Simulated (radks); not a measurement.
Results of a calculation; reference values are marked as such.
Mean orbital radii <r> (bohr) of the cobalt ion Co3+, [Ar] 3d6, at several levels of relativity; Dirac values are averaged over j with weights 2j + 1. Spin-unpolarised spherical Kohn-Sham, PBEsol, point nucleus unless stated (finite: rms radius 3.7875 fm), a radial shooting solver on a logarithmic mesh with Libxc functionals. A level marked "c x" has the speed of light scaled by that factor and shares open shells by 2j + 1; other Dirac levels either fill j = l - 1/2 first or share by 2j + 1.

shell       non-rel.  scalar-rel.  scalar-rel., finite nucleus  Dirac, c x 5  change of magnitude, last against first (%)
1s           0.05695      0.05623                      0.05623       0.05692                                        -0.05
2s            0.2589       0.2557                       0.2557        0.2588                                        -0.05
2p            0.2264       0.2251                       0.2251        0.2263                                        -0.02
3s            0.7779       0.7690                       0.7690        0.7775                                        -0.05
3p            0.8093       0.8058                       0.8058        0.8091                                        -0.02
3d            0.9350       0.9389                       0.9389        0.9351                                        +0.02
4s (empty)     2.210        2.189                        2.189         2.209                                        -0.04
4p (empty)     2.528        2.519                        2.519         2.527                                        -0.01
